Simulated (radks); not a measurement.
The numbers below are computed, except where a source is named.
Question: Excited configurations of Sc I: one electron is placed in a higher orbital outside [Ar] 3d1 4s1. The ground configuration is [Ar] 3d1 4s2. Code: a radial shooting solver on a logarithmic mesh with Libxc functionals. Model: non-relativistic Kohn-Sham, PBEsol, spin-unpolarised, spherical densities, point nucleus. Excitation = E - E(ground); binding = E(ion) - E, where the ion is the core of charge +1; n* = 1/sqrt(2 binding) in atomic units, and the quantum defect is n - n*.

outer orbital  excitation (eV)  binding (eV)     n*  quantum defect  eigenvalue (eV)  <r> (bohr)
4p                       2.743         4.116  1.818           2.182           -2.031       4.829
4d                       5.253         1.606  2.911           1.089           -0.713       9.970
5d                       5.853         1.007  3.677           1.323           -0.559       19.09
5f                       6.228         0.631  4.643           0.357           -0.361       29.18
6f                       6.401         0.458  5.451           0.549           -0.282       43.75
7s                       6.085         0.774  4.192           2.808           -0.498       28.79
7p                       6.206         0.653  4.566           2.434           -0.418       33.55
7d                       6.385         0.474  5.355           1.645           -0.307       45.12
7f                       6.512         0.347  6.261           0.739           -0.225       61.09

Estimate the row for 4f.

Answer: excitation (eV) 5.949; binding (eV) 0.910; n* 3.866; quantum defect 0.134; eigenvalue (eV) -0.426; <r> (bohr) 17.23. The Delta-SCF ionisation energy is 6.859 eV (NIST Atomic Spectra Database: 6.561 eV, measured). Self-interaction in the functional shifts the binding energies and quantum defects, so they are the method's values and not measured ones. Spin polarisation and multiplet splitting are left out, so open shells lie too high by an amount that depends on their filling.

Beside tabulated values, note that spin-unpolarised runs miss the spin-polarisation part of the exchange energy of open shells.
